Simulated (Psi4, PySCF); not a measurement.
Two rigid molecules brought together: C2H3N ··· H3B (SMILES CC#N and B). Monomers: optimised at B3LYP-D3(BJ) (def2-TZVP), held rigid. Orientation: lowest of the rigid-body minima from ten starts at GFN2-xTB (searched outside a hard wall at short contacts). R is the distance of the centres of mass, along which the second monomer moves. The shortest distances reach bonding range, where SAPT0 and rigid monomers are unreliable.

Levels of theory: RKS-B3LYP/6-31G* = restricted B3LYP/6-31G*, spherical d, no counterpoise correction run with PySCF; RKS-LDA (SVWN5)/6-31G* = restricted LDA (SVWN5)/6-31G*, spherical d, no counterpoise correction in PySCF; RKS-B3LYP/3-21G = restricted B3LYP/3-21G, no counterpoise correction run with PySCF 2.14.0; wB97X-D/def2-TZVP, counterpoise-corrected (Psi4).

Interaction energies in kJ/mol; the last columns give the difference from wB97X-D:

```csv
R / Å,RKS-B3LYP/6-31G*,RKS-LDA (SVWN5)/6-31G*,RKS-B3LYP/3-21G,wB97X-D/def2-TZVP,RKS-B3LYP/6-31G* − wB97X-D/def2-TZVP,RKS-LDA (SVWN5)/6-31G* − wB97X-D/def2-TZVP,RKS-B3LYP/3-21G − wB97X-D/def2-TZVP
2.74,10.54,-99.59,-2.75,14.57,-4.03,-114.16,-17.32
2.91,-30.83,-121.08,-52.36,-25.21,-5.61,-95.87,-27.14
3.12,-41.47,-109.51,-67.16,-36.19,-5.28,-73.32,-30.97
3.32,-38.94,-89.56,-64.60,-35.26,-3.68,-54.30,-29.34
3.57,-32.01,-66.12,-54.78,-30.29,-1.72,-35.83,-24.49
3.92,-22.20,-41.01,-39.29,-21.84,-0.36,-19.16,-17.45
4.43,-12.01,-19.13,-21.64,-11.88,-0.13,-7.26,-9.77
5.09,-5.33,-6.91,-8.12,-5.69,0.36,-1.23,-2.44
6.09,-1.66,-1.63,-1.70,-2.18,0.52,0.55,0.49
7.43,-0.61,-0.54,-0.60,-0.78,0.17,0.24,0.18
```

RKS-B3LYP/6-31G* is furthest from wB97X-D/def2-TZVP at 2.91 (-5.61 kJ/mol, below); its mean absolute difference over the points is 2.19 kJ/mol.

RKS-LDA (SVWN5)/6-31G* is furthest from wB97X-D/def2-TZVP at 2.74 (-114.16 kJ/mol, below); its mean absolute difference over the points is 40.19 kJ/mol.

RKS-B3LYP/3-21G is furthest from wB97X-D/def2-TZVP at 3.12 (-30.97 kJ/mol, below); its mean absolute difference over the points is 15.96 kJ/mol.
